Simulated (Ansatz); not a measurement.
Born–Oppenheimer molecular dynamics of H9NOSi2 (13 atoms, charge 0, multiplicity 1). It starts at the highest image of a converged band. Of that band: Beside the main top the profile has a ripple of under 15 meV (maxima at images 2, 5), which may be a very shallow well or noise. A structure lower than the last end lies on the path between it and the top, so the climb from that side starts below the end, which may itself be a saddle point or a shallow side well. Neighbouring images differ by up to 2.6 eV, so the band resolves the path poorly. A vibrational analysis at the climbing image gives one clearly imaginary mode, 597i cm⁻¹: a first-order saddle point.

Theory: UKS B3LYP-D4/6-31G* (Ansatz).

```
ensemble                      : NVE (velocity Verlet)
time step                     : 0.5 fs
steps asked                   : 200
starting velocities drawn for : 100 K
seed                          : 5489
```

First frame:

```xyz
13
Properties=species:S:1:pos:R:3
Si -0.576 0.631 0.154
Si 0.341 -2.120 0.224
H -1.912 0.271 -0.362
H -0.378 0.264 1.579
N -0.176 2.321 0.243
H 0.578 -0.570 -1.183
O 0.411 0.455 -1.467
H 1.377 -2.153 1.311
H -0.943 -2.466 0.923
H 0.639 -3.321 -0.632
H -0.337 2.961 -0.526
H -0.284 2.789 1.134
H 1.260 0.938 -1.397
```

Question: How far do the bonds stretch over the last three quarters of this one trajectory? (Pairs bonded in most of those frames.)

Answer: 
| bond | mean (Å) | spread (Å) | shortest | longest |
| --- | --- | --- | --- | --- |
| Si1–Si2 | 2.478 | 0.260 | 2.15 | 2.91 |
| Si1–H3 | 1.493 | 0.023 | 1.45 | 1.53 |
| Si1–H4 | 1.500 | 0.018 | 1.47 | 1.53 |
| Si1–N5 | 1.770 | 0.012 | 1.75 | 1.80 |
| Si2–H8 | 1.497 | 0.035 | 1.44 | 1.55 |
| Si2–H9 | 1.499 | 0.007 | 1.49 | 1.52 |
| Si2–H10 | 1.500 | 0.017 | 1.47 | 1.53 |
| N5–H11 | 1.015 | 0.005 | 1.01 | 1.03 |
| N5–H12 | 1.015 | 0.009 | 1.00 | 1.03 |
| H6–O7 | 0.972 | 0.007 | 0.96 | 1.00 |
| O7–H13 | 0.973 | 0.005 | 0.97 | 0.98 |

Mean temperature of the second half: 881 K. The conserved energy stayed within 0.05 meV per atom of its start (net change 0.0064 meV per atom), so the integration is sound. The kinetic energy rose, since the run started high on the potential surface and went downhill. It ends in pieces (H2O + H7NSi2), so much of that is their flight and rotation, not heat. A run of 0.1 ps of so small a system gives no equilibrium averages. The orbitals were unrestricted but ended closed-shell.

Run time: 13 min on 2 threads of Arm Neoverse V1, with other jobs on the host, peak memory 0.25 GiB.
